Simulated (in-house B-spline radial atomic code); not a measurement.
# BP86 excitations of Ne8+

Method: BP86. Computed with an all-electron radial atomic-structure program (B-spline basis): linear response of the closed shell 1s2 with the functional's adiabatic kernel; scalar-relativistic (spin-free one-electron X2C), finite nucleus, no spin-orbit coupling, no double excitations, S, P, D and F terms only.

Command:
```bash
python run_td.py task.json out
```
Settings (radii: box in bohr, nucleus in fm):
```
Z                        10
electrons                2
configuration            1s2
hamiltonian              x2c
method                   b88,p86
box_radius               11.59
rms_radius               3.0055
intervals                71
```

Run time, properties included: 0.2 s on 1 thread of Arm Neoverse N1, on a shared host.

The lowest states, in the order of their Tamm-Dancoff energies; the method's threshold (minus the highest occupied level) is 1136.91 eV. Labels give the largest channel, * marks a mixed state, and oscillator strengths are full-response dipole values. Semilocal kernels can invert the small singlet-triplet splittings of Rydberg terms. Energies in eV:

```
     state  full response  Tamm-Dancoff  oscillator strength
1s → 2s 3S         884.64        884.66                    -
1s → 2s 1S              ?             ?                    -
1s → 2p 3P         896.36        896.39                    -
1s → 2p 1P         902.62        902.65                0.662
1s → 3s 3S        1030.74       1030.74                    -
1s → 3s 1S        1033.14       1033.17                    -
1s → 3p 3P              ?             ?                    -
1s → 3p 1P        1035.82       1035.83                0.138
1s → 3d 1D        1036.90       1036.90                    -
1s → 3d 3D        1036.96       1036.96                    -
```

**Question.** Where does 1s → 3p 3P lie?

**Answer.** At 1034.16 eV in full response, 1034.17 eV in Tamm-Dancoff.

**Question.** Where does 1s → 2s 1S lie?

**Answer.** At 894.00 eV in full response, 894.11 eV in Tamm-Dancoff.

**Question.** How large is the singlet-triplet splitting of 1s → 2s (S terms) in Tamm-Dancoff?

**Answer.** 9.45 eV, from the unrounded values.

**Question.** What polarisabilities and dispersion coefficient does the method give?

**Answer.** Dipole 0.001058 bohr³, quadrupole 4.111e-05 bohr⁵, C6 3.268e-05 hartree·bohr⁶ for two such species.
